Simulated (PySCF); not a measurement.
**TeSe₃, singlet: data card**

Method: PBE0/[Te def2-TZVP with ECP28, Se def2-TZVP], scalar-relativistic core potentials, density fitting, no spin–orbit coupling, PySCF.

The structure is a minimum.

```xyz
4
charge 0 multiplicity 1, angstrom
Te    0.0000    0.0000    0.0000
Se    2.3515    0.0000    0.0000
Se   -1.1757    2.0364    0.0000
Se   -1.1757   -2.0364    0.0000
```

```
Point group                                                                   : D3h
Bond lengths                                                                  : Te–Se 2.351 Å (×3)
Bond angles                                                                   : Se–Te–Se 120.0° (×3)
Rotational constants                                                          : 0.02543, 0.02543, 0.01272 cm⁻¹
Dipole moment                                                                 : 0.00 D
Principal quadrupole moments (Buckingham, traceless) about the centre of mass : -0.56, -0.55, 1.11 D Å
Zero-point energy                                                             : 7.1 kJ/mol
Highest occupied level                                                        : -7.21 eV
Rotational symmetry number                                                    : 6
Entropy at 298.15 K and 1 bar                                                 : 364.4 J/(mol K)
Enthalpy at 298.15 K above 0 K                                                : 19.16 kJ/mol
Lowest empty level                                                            : -4.35 eV
Atomisation energy without zero-point energy                                  : 650 kJ/mol
Principal polarisabilities                                                    : 68.9, 164.1, 164.1 bohr³
Heat capacity Cp at 298.15 K                                                  : 78.7 J/(mol K)
```

Harmonic modes (masses in u: Te 129.906, Se 79.917):
| symmetry | ω (cm⁻¹) | IR (km/mol, summed over degenerate members) | type |
| --- | --- | --- | --- |
| a2'' | 82 | 0.4 | bend |
| e' | 91 | 0.9 | bend |
| a1' | 250 | 0.0 | stretch |
| e' | 334 | 55.4 | stretch |

In D3h the vibrations span a2'' + 2e' + a1'. The a1' mode carries no infrared intensity, as symmetry demands.

Charges (e):
```tsv
atom	Mulliken	Löwdin	polar tensor	Mayer order to Te1
Te1	0.65	0.35	1.03	–
Se2,3,4	-0.22	-0.12	-0.34	1.56
```

Mulliken populations on Te1 (electrons outside its core potential): s 3.64, p 9.09, d 10.56, f 0.06.

Outer orbital energies (eV). occupied: -11.19, -11.19, -10.35, -7.81, -7.81, -7.61, -7.61, -7.21; empty: -4.35, -3.88, -0.68, -0.68.

Counting electrons, tellurium keeps none of its valence electrons outside its bonds, so the VSEPR class is AX3 and the expected shape is trigonal planar (D3h), as computed.

The final relaxation and frequency run took 87 s on 4 threads of a shared Arm Neoverse V1 host, with 194 basis functions and 7 gradients. Launch command: `OMP_NUM_THREADS=4 python axn.py task.json out`.
